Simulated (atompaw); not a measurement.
## Reading a pseudo-wave (boron (B))

Columns: radius, all-electron u(r) and pseudo u(r) of the 2s shell (level -9.44 eV) of boron in the configuration [He] 2s2 2p1; PBE, scalar-relativistic, PAW (atompaw) scheme, atompaw 4.2.0.5.

```csv
r (bohr),all-electron,pseudo
0.115,-0.2848,0.0311
0.231,-0.2825,0.0626
0.346,-0.1608,0.0940
0.462,0.0018,0.1259
0.577,0.1644,0.1579
0.692,0.3109,0.1903
0.808,0.4358,0.2232
0.923,0.5363,0.2561
1.038,0.6140,0.2891
1.154,0.6708,0.3223
1.269,0.7080,0.3548
1.385,0.7291,0.3868
1.500,0.7366,0.4171
1.615,0.7330,0.4455
1.731,0.7207,0.4714
1.846,0.7017,0.4935
1.962,0.6775,0.5113
2.077,0.6498,0.5235
2.192,0.6198,0.5295
2.308,0.5879,0.5286
2.423,0.5556,0.5204
2.538,0.5231,0.5052
2.654,0.4907,0.4836
2.769,0.4593,0.4574
2.885,0.4286,0.4284
3.000,0.3994,0.3994
```

Q: How many radial nodes do the two functions have?

A: The all-electron 2s function has n − l − 1 = 1; the pseudo-wave has 0, since the states of the same l below it are removed with the core.

Q: Where does each function peak?

A: Outermost all-electron maximum near 1.50 bohr, pseudo maximum near 2.19 bohr (to the table’s step).

Q: Is the pseudo-wave norm-conserving?

A: No, it belongs to a PAW set: the norm inside the radius is not constrained, and the difference is carried by the augmentation charge.
